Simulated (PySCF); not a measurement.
Cost of excited-state runs on SMILES [SiH3]C=C=C(C#C)[SiH3], C5H8Si2

Numbering as in the mapped SMILES `[CH:1]#[C:2][C:3]([SiH3:4])=[C:5]=[CH:6][SiH3:7]` (H(Xn): hydrogen on atom n).

PySCF with density fitting, on 1 thread of an Arm Neoverse V2, shared host. Command: `OMP_NUM_THREADS=1 python excited_run.py task.json out`

**Question.** How long does each of these runs take, and how much memory?
- first hyperpolarisability, CAM-B3LYP/aug-cc-pVDZ; usual settings
- circular dichroism and optical rotation, CAM-B3LYP/aug-cc-pVDZ; 12 states
- excited states, wB97X-D/def2-TZVP; Tamm-Dancoff; spin-orbit couplings; 6 states; 5 triplets; quadratic response for 4 states
- excited states, CAM-B3LYP/aug-cc-pVDZ; two-photon moments; 8 states; quadratic response for 6 states; 0 triplets

**Answer.** 
| run | level | basis functions | wall time | peak memory (GiB) |
| --- | --- | --- | --- | --- |
| first hyperpolarisability | CAM-B3LYP/aug-cc-pVDZ | 241 | 52 s | 0.99 |
| circular dichroism and optical rotation | CAM-B3LYP/aug-cc-pVDZ | 241 | 2.2 min | 1.1 |
| excited states | wB97X-D/def2-TZVP | 277 | 63 s | 1.1 |
| excited states | CAM-B3LYP/aug-cc-pVDZ | 241 | 67 s | 0.99 |

Times from a shared host are rough.
